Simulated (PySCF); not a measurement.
ZrO2, SMILES [O]=[Zr]=[O], multiplicity 1.

Geometry: B3LYP-D3(BJ)/def2-TZVP. The spin state was assumed, not searched. The isomer is the one that the SMILES or the coordinates give; other isomers of the formula were not compared. The def2 effective core potentials stand for the cores of Zr; spin–orbit coupling is left out.

Level of theory: PBE/def2-TZVPD (PySCF).

The molecule is in vacuum.

Question: Estimate the frontier levels, gap, dipole moment and polarisability. (Estimate from the structure and the level; the computed values follow.)

Answer: 
```yaml
highest_occupied_level: -5.38 eV
lowest_empty_level: -3.63 eV
orbital_gap: 1.75 eV
dipole_moment: 1.533 e·Å
quadrupole, principal values (traceless, Buckingham form, about the centre of nuclear charge): -15.01, 4.38, 10.62 D·Å
mean_static_polarisability: 44.0 bohr³ (6.52 Å³)
polarisability_principal_values: 27.6, 42.9, 61.4 bohr³
```
